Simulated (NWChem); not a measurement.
System: CH5Al; SMILES [CH3][AlH2]

Program: NWChem. Pople sets run with spherical d functions. All runs use the structure optimised with PBE0/def2-SVP. Ions are spin-unrestricted doublets at the neutral geometry; other ion states weren't tried.

```
level                −ε(HOMO) (eV)
-------------------  -------------
B3LYP/6-31G*                  7.70
PBE/6-31G*                    6.65
Hartree-Fock/6-31G*          11.08
LRC-wPBEh/6-31G*              9.84
BHandHLYP/6-31G*              9.14
```
